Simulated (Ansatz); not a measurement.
Cl$_{2}$F$_{2}$H$_{2}$Si$_{2}$ (`F[Si@@H](Cl)[Si@@H](F)Cl`): the same geometry under several functionals.

```yaml
crystal:
  periodic: [false, false, false]
  atoms:
    - {symbol: F, position_ang: [-0.169506, 0.136572, -2.338539]}
    - {symbol: Si, position_ang: [0.511415, 0.500375, -0.944283]}
    - {symbol: Cl, position_ang: [0.214632, 2.487074, -0.575014]}
    - {symbol: Si, position_ang: [-0.538212, -0.660270, 0.804231]}
    - {symbol: F, position_ang: [-0.515945, -2.228377, 0.520490]}
    - {symbol: Cl, position_ang: [0.563670, -0.287856, 2.483149]}
    - {symbol: H, position_ang: [1.964600, 0.252838, -1.062689]}
    - {symbol: H, position_ang: [-1.938555, -0.257456, 1.056854]}
basis:
  gaussian: {orbitals: def2-TZVPP}
hamiltonian: {xc: {name: BHLYP}, dispersion: d4}
output: {orbitals: {seedname: orbitals}}
```

```sh
$ ansatz run in.yaml --threads 4 --pin off --events-out ev --progress --plain --max-ram 10444MiB
```

Output, abridged:

```
Functional definition: BHLYP
1776 factors; their error is unknown
mean field evaluation 1: about -46272.1829 eV, gradient 4.3e1 eV
mean field evaluation 2: about -46271.1617 eV, gradient 5.3e1 eV
mean field evaluation 4: about -46274.9075 eV, gradient 1.1e0 eV
mean field evaluation 8: about -46275.1924 eV, gradient 2.7e-1 eV
mean field evaluation 16: about -46275.1925 eV, gradient 2.7e-5 eV
mean field -46275.19249777 eV, -1700.5819578411 hartree, gradient 2.7e-5 eV, S^2 0.000000; 0 other end points of the search recorded, 0 dependent functions left out
reference -46275.19269556 eV, -1700.5819651096 hartree; 41, 41 occupied and 217, 217 virtual orbitals, 1776 factors
Total energy: -46275.57266629 eV, -1700.5959287763 hartree
```

Run time 6 s (4 threads of an Arm Neoverse V1 on a shared host); peak host memory 0.9 GiB.

The same input with `hamiltonian: {xc: {name: B97M-V}}` (abridged; 14 s):

```
Functional definition: B97M-V
mean field evaluation 16: about -46264.5746 eV, gradient 1.1e-4 eV
mean field -46264.57458427 eV, -1700.1917567170 hartree, gradient 3.0e-5 eV, S^2 0.000000
Total energy: -46264.57464419 eV, -1700.1917589188 hartree
```

Changing it to `hamiltonian: {xc: {name: CAM-B3LYP}, dispersion: d4}` (abridged; 6.5 s):

```
Functional definition: CAM-B3LYP
mean field evaluation 16: about -46276.9718 eV, gradient 4.7e-5 eV
mean field -46276.97183777 eV, -1700.6473473799 hartree, gradient 4.7e-5 eV, S^2 0.000000
Total energy: -46277.21395198 eV, -1700.6562449130 hartree
```

With the line `hamiltonian: {xc: pbe0, dispersion: d4}` (abridged; 5 s):

```
Functional definition: PBE0
mean field evaluation 16: about -46256.9682 eV, gradient 2.1e-5 eV
mean field -46256.96820908 eV, -1699.9122275844 hartree, gradient 2.1e-5 eV, S^2 0.000000
Total energy: -46257.20030234 eV, -1699.9207568544 hartree
```

Changing it to `hamiltonian: {xc: {name: BLYP}, dispersion: d4}` (abridged; 2.8 s):

```
Functional definition: BLYP
mean field evaluation 16: about -46276.1924 eV, gradient 9.8e-5 eV
mean field -46276.19244396 eV, -1700.6187051856 hartree, gradient 2.0e-5 eV, S^2 0.000000
Total energy: -46276.76554316 eV, -1700.6397661929 hartree
```

Changing it to `hamiltonian: {xc: {name: revPBE}, dispersion: d4}` (abridged; 2.6 s):

```
Functional definition: revPBE
mean field evaluation 16: about -46266.9359 eV, gradient 3.9e-5 eV
mean field -46266.93590778 eV, -1700.2785337554 hartree, gradient 4.6e-5 eV, S^2 0.000000
Total energy: -46267.61082161 eV, -1700.3033363813 hartree
```
